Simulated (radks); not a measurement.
Values are calculated unless marked as measured or tabulated.
Question: The mean radii <r> (bohr) of the occupied orbitals of an atom or ion are listed with their occupations. Level of theory: Dirac Kohn-Sham, LDA (Slater exchange, Perdew-Wang correlation), spin-unpolarised, spherical densities, finite nucleus; Fermi nuclear charge, rms radius of each element as measured or else 0.836 A^(1/3) + 0.57 fm (a radial shooting solver on a logarithmic mesh with Libxc functionals).

| orbital | occ. | <r> |
|---|---|---|
| 1s1/2 | 2 | 0.02192 |
| 2s1/2 | 2 | 0.09282 |
| 2p1/2 | 2 | 0.07749 |
| 2p3/2 | 4 | 0.08432 |
| 3s1/2 | 2 | 0.2443 |
| 3p1/2 | 2 | 0.2338 |
| 3p3/2 | 4 | 0.2469 |
| 3d3/2 | 4 | 0.2188 |
| 3d5/2 | 6 | 0.2229 |
| 4s1/2 | 2 | 0.5532 |
| 4p1/2 | 2 | 0.5649 |
| 4p3/2 | 4 | 0.5947 |
| 4d3/2 | 4 | 0.6304 |
| 4d5/2 | 6 | 0.6409 |
| 5s1/2 | 2 | 1.323 |
| 5p1/2 | 2 | 1.469 |
| 5p3/2 | 4 | 1.555 |
| 4f5/2 | 3 | 0.8448 |
| 4f7/2 | 4 | 0.8558 |

Name the element and its charge. Open shells, if any, are shared by 2j + 1.

Answer: Z = 64, gadolinium, charge +3: Gd3+ in [Xe] 4f7. The 1s radius gives Z: for a bare nucleus <r> = (2 gamma + 1)/(2Z) with gamma = sqrt(1 - (Z/c)^2), 0.02163 bohr for Z = 64, and screening makes it slightly larger (0.02192 here). The occupations add up to 61, and the charge is Z minus that.
